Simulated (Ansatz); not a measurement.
Ansatz (a first-principles code) job for Au2H4S2Si2, SMILES [S]([Au])[SiH2][SiH2][S][Au], multiplicity 1, PBE-D3(BJ)/def2-SVP. 

Ansatz 0.2 input:
```yaml
crystal:
  periodic: [false, false, false]
  atoms:
    - {symbol: Au, position_ang: [0.08634178, -4.40660058, -0.00015406]}
    - {symbol: S, position_ang: [-1.05585231, -2.45696861, -0.00321846]}
    - {symbol: Si, position_ang: [0.56498720, -1.03586468, 0.00369402]}
    - {symbol: Si, position_ang: [-0.56498720, 1.03586468, 0.00369401]}
    - {symbol: S, position_ang: [1.05585231, 2.45696861, -0.00321846]}
    - {symbol: Au, position_ang: [-0.08634178, 4.40660058, -0.00015406]}
    - {symbol: H, position_ang: [1.43700336, -1.13373747, -1.20601809]}
    - {symbol: H, position_ang: [1.43018969, -1.13762733, 1.21796804]}
    - {symbol: H, position_ang: [-1.43018969, 1.13762732, 1.21796804]}
    - {symbol: H, position_ang: [-1.43700336, 1.13373747, -1.20601809]}
basis:
  gaussian:
    orbitals: def2-SVP
hamiltonian:
  xc: pbe
  dispersion: d3bj
relax: {f_tol: 0.002, max_steps: 200}
```

It prints:

```
WARN ansatz: RAYON_NUM_THREADS=2 ignored (pool sized by the plan → 2); use --threads N
Functional definition: PBE
integrals: 0.12 GiB planned
1674 factors; their error is unknown
mean field: 0.58 GiB planned
mean field evaluation 1: about -44850.6484 eV, gradient 2.9e1 eV
mean field evaluation 2: about -44842.8858 eV, gradient 5.9e1 eV
mean field evaluation 4: about -44853.1489 eV, gradient 5.1e0 eV
mean field evaluation 8: about -44853.2205 eV, gradient 1.2e-1 eV
mean field evaluation 16: about -44853.1147 eV, gradient 6.0e-4 eV
mean field evaluation 32: about -44846.8513 eV, gradient 2.4e1 eV
mean field -44853.11465406 eV, -1648.3215610035 hartree, gradient 1.5e-5 eV, S^2 0.000000; 3 other end points of the search recorded, 0 dependent functions left out
the calculation of the forces begins
reference -44853.11471141 eV, -1648.3215631111 hartree; 51, 51 occupied and 105, 105 virtual orbitals, 1674 factors
relax step   1: F+E_penalty+E_count = -44853.53193299 eV  Δ(F+E_penalty+E_count) = +0.000e0 eV  max|allowed force component| = 2.388e-1 eV/Å  Δτ_max = 0.0000 Å  (86 SCF iters, accepted)
these checks for a lower state are left out or cut short: starts, cluster_reference, orbital_swaps, neighbouring_geometries, increment
integrals: 0.12 GiB planned
1674 factors; their error is unknown
mean field: 0.58 GiB planned
mean field -44853.12596443 eV, -1648.3219766522 hartree, gradient 1.9e-5 eV, S^2 0.000000; 0 other end points of the search recorded, 0 dependent functions left out
the calculation of the forces begins
reference -44853.12602190 eV, -1648.3219787639 hartree; 51, 51 occupied and 105, 105 virtual orbitals, 1674 factors
relax step   2: F+E_penalty+E_count = -44853.54170523 eV  Δ(F+E_penalty+E_count) = -9.772e-3 eV  max|allowed force component| = 3.387e-2 eV/Å  Δτ_max = 0.0174 Å  (31 SCF iters, accepted)
these checks for a lower state are left out or cut short: starts, cluster_reference, orbital_swaps, neighbouring_geometries, increment
integrals: 0.12 GiB planned
1674 factors; their error is unknown
mean field: 0.58 GiB planned
mean field -44853.12720344 eV, -1648.3220221847 hartree, gradient 1.7e-5 eV, S^2 0.000000; 0 other end points of the search recorded, 0 dependent functions left out
the calculation of the forces begins
reference -44853.12726098 eV, -1648.3220242994 hartree; 51, 51 occupied and 105, 105 virtual orbitals, 1674 factors
relax step   3: F+E_penalty+E_count = -44853.54213913 eV  Δ(F+E_penalty+E_count) = -4.339e-4 eV  max|allowed force component| = 1.297e-2 eV/Å  Δτ_max = 0.0105 Å  (32 SCF iters, accepted)
these checks for a lower state are left out or cut short: starts, cluster_reference, orbital_swaps, neighbouring_geometries, increment
integrals: 0.12 GiB planned
1674 factors; their error is unknown
mean field: 0.58 GiB planned
mean field -44853.12704981 eV, -1648.3220165391 hartree, gradient 8.4e-5 eV, S^2 0.000000; 0 other end points of the search recorded, 0 dependent functions left out
the calculation of the forces begins
reference -44853.12710734 eV, -1648.3220186531 hartree; 51, 51 occupied and 105, 105 virtual orbitals, 1674 factors
relax step   4: F+E_penalty+E_count = -44853.54219836 eV  Δ(F+E_penalty+E_count) = -5.923e-5 eV  max|allowed force component| = 5.264e-3 eV/Å  Δτ_max = 0.0031 Å  (22 SCF iters, accepted)
these checks for a lower state are left out or cut short: starts, cluster_reference, orbital_swaps, neighbouring_geometries, increment
integrals: 0.12 GiB planned
1674 factors; their error is unknown
mean field: 0.58 GiB planned
mean field -44853.12708202 eV, -1648.3220177229 hartree, gradient 5.7e-5 eV, S^2 0.000000; 0 other end points of the search recorded, 0 dependent functions left out
the calculation of the forces begins
reference -44853.12713955 eV, -1648.3220198370 hartree; 51, 51 occupied and 105, 105 virtual orbitals, 1674 factors
relax step   5: F+E_penalty+E_count = -44853.54220546 eV  Δ(F+E_penalty+E_count) = -7.105e-6 eV  max|allowed force component| = 2.580e-3 eV/Å  Δτ_max = 0.0011 Å  (21 SCF iters, accepted)
these checks for a lower state are left out or cut short: starts, cluster_reference, orbital_swaps, neighbouring_geometries, increment
integrals: 0.12 GiB planned
1674 factors; their error is unknown
mean field: 0.58 GiB planned
mean field evaluation 64: about -44853.1271 eV, gradient 8.0e-5 eV
mean field -44853.12706775 eV, -1648.3220171982 hartree, gradient 8.0e-5 eV, S^2 0.000000; 0 other end points of the search recorded, 0 dependent functions left out
the calculation of the forces begins
reference -44853.12712527 eV, -1648.3220193123 hartree; 51, 51 occupied and 105, 105 virtual orbitals, 1674 factors
relax step   6: F+E_penalty+E_count = -44853.54220749 eV  Δ(F+E_penalty+E_count) = -2.026e-6 eV  max|allowed force component| = 2.502e-3 eV/Å  Δτ_max = 0.0012 Å  (21 SCF iters, accepted)
these checks for a lower state are left out or cut short: starts, cluster_reference, orbital_swaps, neighbouring_geometries, increment
integrals: 0.12 GiB planned
1674 factors; their error is unknown
mean field: 0.58 GiB planned
mean field -44853.12710696 eV, -1648.3220186393 hartree, gradient 3.1e-5 eV, S^2 0.000000; 0 other end points of the search recorded, 0 dependent functions left out
the calculation of the forces begins
reference -44853.12716449 eV, -1648.3220207534 hartree; 51, 51 occupied and 105, 105 virtual orbitals, 1674 factors
relax step   7: F+E_penalty+E_count = -44853.54220901 eV  Δ(F+E_penalty+E_count) = -1.520e-6 eV  max|allowed force component| = 2.403e-4 eV/Å  Δτ_max = 0.0005 Å  (20 SCF iters, accepted)
integrals: 0.12 GiB planned
1674 factors; their error is unknown
mean field: 0.58 GiB planned
mean field evaluation 96: about -44848.9377 eV, gradient 1.1e-3 eV
mean field -44853.12710696 eV, -1648.3220186393 hartree, gradient 3.1e-5 eV, S^2 0.000000; 4 other end points of the search recorded, 0 dependent functions left out
the calculation of the forces begins
reference -44853.12716449 eV, -1648.3220207534 hartree; 51, 51 occupied and 105, 105 virtual orbitals, 1674 factors
Total energy: -44853.54226654 eV, -1648.3372754724 hartree
Atom 0 at     0.072153    -4.431081     0.000454 Å, force    -0.000051     0.000080     0.000057 eV/Å
Atom 1 at    -1.057731    -2.454983    -0.003365 Å, force     0.000017    -0.000108    -0.000036 eV/Å
Atom 2 at     0.577194    -1.034918     0.003468 Å, force    -0.000015     0.000240    -0.000034 eV/Å
Atom 3 at    -0.577194     1.034918     0.003468 Å, force     0.000015    -0.000240    -0.000034 eV/Å
Atom 4 at     1.057731     2.454983    -0.003365 Å, force    -0.000017     0.000108    -0.000036 eV/Å
Atom 5 at    -0.072153     4.431081     0.000454 Å, force     0.000051    -0.000080     0.000057 eV/Å
Atom 6 at     1.452641    -1.125605    -1.216818 Å, force     0.000002    -0.000019     0.000011 eV/Å
Atom 7 at     1.445555    -1.129184     1.228531 Å, force    -0.000041     0.000008     0.000003 eV/Å
Atom 8 at    -1.445555     1.129184     1.228531 Å, force     0.000041    -0.000008     0.000003 eV/Å
Atom 9 at    -1.452641     1.125605    -1.216818 Å, force    -0.000002     0.000019     0.000011 eV/Å
Dipole moment:    -0.000000    -0.000000     0.002251 e Å
```

The calculation finished and met its thresholds.

Cost: roughly 70 core-seconds.
